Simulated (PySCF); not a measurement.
## Ionisation energy of Xe(52+) by level of theory

Xe(52+) 1s2 (1S) → Xe(53+) 1s1 (2S), as a difference of total energies. All numbers are calculated (PySCF 2.14, scalar relativity by spin-free X2C-1e, in an uncontracted even-tempered set (17 s from 110 bohr⁻², ratio 2.2; 7 p from 170 bohr⁻², ratio 2.4; 4 d from 520 bohr⁻², ratio 2.4; 3 f from 780 bohr⁻², ratio 2.4; 3 g from 1200 bohr⁻², ratio 2.4)). Correlated levels: nothing frozen; virtual orbitals above 40 to 60 times the deepest correlated orbital energy dropped. The calculations carry no spin-orbit coupling.

```tsv
method	ionisation energy (eV)	difference from reference (eV)
UHF	40341.7	+70.0
MP2 (all electrons)	40343.3	+71.6
SCS-MP2 (all electrons)	40343.6	+71.9
CCSD (all electrons)	40343.3	+71.6
```

Reference: 40271.7 eV (theoretical estimate listed by NIST; NIST Atomic Spectra Database, ionization energies).

For this ion Breit and QED terms and the two-electron picture change, all absent here, outweigh the differences among the correlated methods.

With two correlated electrons CCSD is exact in that space.
